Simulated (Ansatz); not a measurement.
System: ZnF, charge 0, multiplicity 2. The spin state was set by rule; other spins were not relaxed. SMILES of the parent species: [F][Zn]
Geometry from a B3LYP-D3(BJ)/def2-TZVP (Ansatz, a quantum-chemistry and plane-wave program) optimisation:
```xyz
2

Zn     0.0000     0.0000    -0.4161
F      0.0000     0.0000     1.3870
```
Charge 0, spin multiplicity 2.

Parts of the frozen-core correlation energy in def2-SVP (Ansatz, hartree). Frozen orbitals: 10; correlated occupied orbitals by spin: 10 and 9; virtual: 25 and 26. UHF or UKS for open shells. Spin-orbit coupling is left out. Non-relativistic.

```
term                             value
-------------------------  -----------
reference (HF)             -1876.91637
MP2 opposite-spin             -0.31095
MP2 same-spin                 -0.15936
CCSD correlation              -0.45212
(T)                           -0.00941
CCSDT minus CCSD(T)            0.00021
T1 diagnostic                    0.017
largest doubles amplitude        0.030
<S^2> of the reference           0.753
```
